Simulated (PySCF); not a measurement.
Compound: C₅H₁₁NO₂Si.
Numbering: `[CH3:1][NH:2][Si@H:3]1[CH2:4][CH2:5][O:6][C:7](=[O:8])[CH2:9]1`

Definitions: NICS(0) = −σiso at the ring centroid; NICS(1) = −σiso and NICS(1)zz = −σzz at ±1 Å along the ring normal z. Level: GIAO PBE0/pcSseg-1 (PySCF, non-relativistic, gas phase) on the GFN2-xTB geometry, one conformer.

Ring bond lengths (Å), with Mayer bond orders in brackets: Si3–C4 1.907 (0.87), C4–C5 1.528 (1.05), C5–O6 1.416 (0.87), O6–C7 1.347 (1.06), C7–C9 1.494 (1.04), C9–Si3 1.900 (0.85).

Task: What do the NICS probes read (ppm)?

Result: 
| ring | type | NICS(0) | NICS(1), two faces | NICS(1)zz, two faces | rms pucker (Å) | centre to ring atoms, mean (Å) |
| --- | --- | --- | --- | --- | --- | --- |
| Si3–C4–C5–O6–C7–C9 | 6-membered ring with O and Si; formal bonds all single | -2.8 | -3.6 / -2.5 | -1.1 / 3.0 | 0.32 | 1.52 |

Task: What can be read from them?

Result: 
- Si3–C4–C5–O6–C7–C9: mean NICS(1)zz 0.9 ppm, near zero. Si3, C4, C5, C9 have four or more neighbours, so the value isn't read as a sign of a π ring current. The two faces differ by 4.1 ppm, so no symmetry operation interchanges them.

On one thread of an Arm Neoverse V2, no GPU, shared host with 32 logical CPUs at a one-minute load of 37, this took 44 s (grids of density and orbitals included) and 1.0 GiB of memory at its peak. This is the whole shielding run at PBE0/pcSseg-1, SCF included.
